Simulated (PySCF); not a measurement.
## Basis and Hamiltonian dependence of the excitation energy of Ru⁺

Ru⁺ [Kr] 4d7 (4F) → Ru⁺ [Kr] 4d6 5s1, s spin flipped. All values are computed (PySCF 2.14, energy differences of UHF-based or UKS calculations, no spin-orbit coupling). Values in eV.

```json
{"basis": "aug-cc-pVDZ-PP with ECP28MDF", "Hamiltonian": "ECP", "functions": "54", "UHF": "1.626", "PBE": "2.195", "PBE0": "2.208", "MP2 (valence)": "2.037"}
{"basis": "ANO-RCC-VTZP", "Hamiltonian": "spin-free X2C", "functions": "68", "UHF": "1.610", "PBE": "2.281", "PBE0": "2.260", "MP2 (valence)": "2.134"}
{"basis": "aug-cc-pwCVDZ-PP with ECP28MDF", "Hamiltonian": "ECP", "functions": "70", "UHF": "1.582", "PBE": "2.133", "PBE0": "2.141", "MP2 (valence)": "2.023"}
{"basis": "aug-cc-pVTZ-PP with ECP28MDF", "Hamiltonian": "ECP", "functions": "88", "UHF": "1.582", "PBE": "2.124", "PBE0": "2.136", "MP2 (valence)": "2.070"}
{"basis": "aug-cc-pVTZ-DK", "Hamiltonian": "spin-free X2C", "functions": "102", "UHF": "1.599", "PBE": "2.251", "PBE0": "2.237", "MP2 (valence)": "2.105"}
{"basis": "aug-cc-pVTZ-PP with one added diffuse shell each of s, p, d, f, g type with ECP28MDF", "Hamiltonian": "ECP", "functions": "113", "UHF": "1.581", "PBE": "2.122", "PBE0": "2.134", "MP2 (valence)": "2.068"}
```

Frozen in the all-electron rows: valence: [Kr]; with a core potential, the same shells as far as they lie outside it.

In the upper determinant the s electron has its spin opposite to the other open shell, which mixes two multiplicities.
